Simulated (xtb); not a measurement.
xtb input (GFN2-xTB):

```bash
xtb mol.xyz --gfn 2 --sp --chrg 0 --uhf 0
```
mol.xyz:
```
2

I     -0.00000000    -0.00000000    -1.30342046
I      0.00000000     0.00000000     1.30342046
```

End of the output:

```
         :::::::::::::::::::::::::::::::::::::::::::::::::::::
         ::                     SUMMARY                     ::
         :::::::::::::::::::::::::::::::::::::::::::::::::::::
         :: total energy              -7.651438435338 Eh    ::
         :: gradient norm              0.027489799016 Eh/a0 ::
         :: HOMO-LUMO gap              3.003550112208 eV    ::
         ::.................................................::
         :: SCC energy                -7.663374555815 Eh    ::
         :: -> isotropic ES           -0.000005782872 Eh    ::
         :: -> anisotropic ES          0.001710502658 Eh    ::
         :: -> anisotropic XC         -0.004601419323 Eh    ::
         :: -> dispersion             -0.001301375060 Eh    ::
         :: repulsion energy           0.011936120477 Eh    ::
         :: add. restraining           0.000000000000 Eh    ::
         :: total charge               0.000000000000 e     ::
         :::::::::::::::::::::::::::::::::::::::::::::::::::::

           -------------------------------------------------
          |                Property Printout                |
           -------------------------------------------------

    * Orbital Energies and Occupations

         #    Occupation            Energy/Eh            Energy/eV
      -------------------------------------------------------------
         1        2.0000           -0.7719243             -21.0051
         2        2.0000           -0.7695790             -20.9413
         3        2.0000           -0.5195372             -14.1373
         4        2.0000           -0.4694089             -12.7733
         5        2.0000           -0.4694089             -12.7733
         6        2.0000           -0.4227351             -11.5032
         7        2.0000           -0.4227351             -11.5032 (HOMO)
         8                         -0.3123567              -8.4997 (LUMO)
         9                         -0.0202792              -0.5518
        10                         -0.0202792              -0.5518
        11                         -0.0161739              -0.4401
        12                         -0.0161739              -0.4401
        13                         -0.0017407              -0.0474
        14                         -0.0017407              -0.0474
        15                          0.0499350               1.3588
        16                          0.1012183               2.7543
        17                          0.1012183               2.7543
        18                          0.9251816              25.1755
      -------------------------------------------------------------
                  HL-Gap            0.1103784 Eh            3.0036 eV
Note: The following floating-point exceptions are signalling: IEEE_DENORMAL
normal termination of xtb
             Fermi-level           -0.3675459 Eh          -10.0014 eV

     #   Z          covCN         q      C6AA      α(0)
     1  53 I        0.978    -0.000   371.876    33.289
     2  53 I        0.978     0.000   371.876    33.289

 Mol. C6AA /au·bohr⁶  :       1487.504064
 Mol. C8AA /au·bohr⁸  :     136626.514042
 Mol. α(0) /au        :         66.578856

Wiberg/Mayer (AO) data.
largest (>0.10) Wiberg bond orders for each atom

 ---------------------------------------------------------------------------
     #   Z sym  total        # sym  WBO       # sym  WBO       # sym  WBO
 ---------------------------------------------------------------------------
     1  53 I    1.283 --     2 I    1.283
     2  53 I    1.283 --     1 I    1.283
 ---------------------------------------------------------------------------

Topologies differ in total number of bonds
Writing topology from bond orders to xtbtopo.mol

molecular dipole:
                 x           y           z       tot (Debye)
 q only:        0.000       0.000       0.000
   full:       -0.000       0.000       0.000       0.000
molecular quadrupole (traceless):
                xx          xy          yy          xz          yz          zz
 q only:       -0.000       0.000      -0.000       0.000       0.000       0.000
  q+dip:        4.276       0.000       4.276      -0.000       0.000      -8.551
   full:        2.809       0.000       2.809      -0.000       0.000      -5.619

           -------------------------------------------------
          | TOTAL ENERGY               -7.651438435338 Eh   |
          | GRADIENT NORM               0.027489799016 Eh/α |
          | HOMO-LUMO GAP               3.003550112208 eV   |
           -------------------------------------------------

------------------------------------------------------------------------
------------------------------------------------------------------------
 total:
 SCF:
```

This state (charge 0, singlet) is run at the relaxed geometry of the species with charge 1 and multiplicity 2.
